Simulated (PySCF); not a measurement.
Species: C₅H₆OS.
Geometry (PBE0-D3(BJ)/def2-SVP, Å), atoms numbered from 1 in this order:
```
atom  x, y, z in Å
C1     1.9894   -0.2633   -0.2665
O2     0.8604    0.5580   -0.3605
C3    -0.3370   -0.0424   -0.2487
C4    -1.5290    0.7439   -0.3095
C5    -2.6542   -0.0193   -0.1777
S6    -2.2860   -1.6842    0.0205
C7    -0.5919   -1.3844   -0.0727
H8     2.0100   -1.0181   -1.0734
H9     2.0295   -0.7863    0.7062
H10    2.8694    0.3853   -0.3608
H11   -1.5184    1.8254   -0.4438
H12   -3.6908    0.3141   -0.1859
H13    0.1139   -2.2074    0.0075
```

NICS = −σ at a ghost point: NICS(0) at the centroid of the ring atoms, NICS(1) 1 Å to either side along the normal of their mean plane, zz for the tensor component along that normal. Level: GIAO HF/pcSseg-2 (PySCF, non-relativistic, gas phase) on the PBE0-D3(BJ)/def2-SVP geometry, one conformer.

Ring bond lengths (Å): C3–C4 1.429, C4–C5 1.366, C5–S6 1.717, S6–C7 1.723, C7–C3 1.377.

Question: What do the NICS probes read (ppm)?

Answer: 
```tsv
ring	type	NICS(0)	NICS(1), two faces	NICS(1)zz, two faces	rms pucker (Å)	centre to ring atoms, mean (Å)
C3–C4–C5–S6–C7	5-membered ring with S; formal bonds all aromatic	-14.4	-9.3 / -9.3	-25.7 / -25.7	0.00	1.29
```

Question: What do they say, and how far can they be read as aromaticity?

Answer: 
- C3–C4–C5–S6–C7: mean NICS(1)zz -25.7 ppm, shielded, aromatic by this magnetic criterion (flat ring, no four-coordinate atom). NICS(0) lies 5 ppm below the mean NICS(1).

Question: And the bond-length index? Use HOMA with the parameters of Krygowski (1993).

Answer: 
- C3–C4–C5–S6–C7: HOMA 0.81; the largest term is that of C3–C4, α(R − Ropt)² = 0.44. The geometric and the magnetic index point the same way.

Question: At the first NICS(1) probe listed for ring C3–C4–C5–S6–C7, 1 Å off the ring, how large is the induced field along the normal in 11.7 T applied along it?

Answer: NICSzz × B0 = -25.7 ppm × 11.7 T = -301 μT, against the applied field.

Question: Give the inner angles of the rings.

Answer: 
- C3–C4–C5–S6–C7: C3 112.8°, C4 112.1°, C5 112.1°, S6 92.1°, C7 111.0°; sum 540.0° against 540° for a flat convex ring.

Question: How shielded are the nuclei of the rings and their hydrogens (means over atoms taken as equivalent)?

Answer: 
```
atoms                        environment  σ isotropic (ppm)
   C3     aromatic carbon bearing oxygen               24.0
   C4                 aromatic CH carbon               63.5
   C5  aromatic CH next to a ring sulfur               46.6
   S6              thiophene-type sulfur              367.7
   C7  aromatic CH next to a ring sulfur               87.5
  H11                  aromatic hydrogen              24.75
  H12                  aromatic hydrogen              24.12
  H13                  aromatic hydrogen              25.54
```

Question: How do the values depend on the level or the medium?

Answer: 
| level | NICS(0), C3–C4–C5–S6–C7 | mean NICS(1)zz, C3–C4–C5–S6–C7 |
| --- | --- | --- |
| HF/pcSseg-2, gas | -14.4 | -25.7 |
| PBE0/pcSseg-1, gas | -13.6 | -24.8 |
| B97-2/pcSseg-1, gas | -13.6 | -24.6 |
| CAM-B3LYP/pcSseg-1, gas | -13.2 | -24.4 |
| KT3/pcSseg-1, gas | -13.9 | -24.3 |
| LDA/pcSseg-1, gas | -13.0 | -24.4 |
| wB97X-D/pcSseg-1, gas | -13.3 | -24.5 |

The geometry is the same throughout.
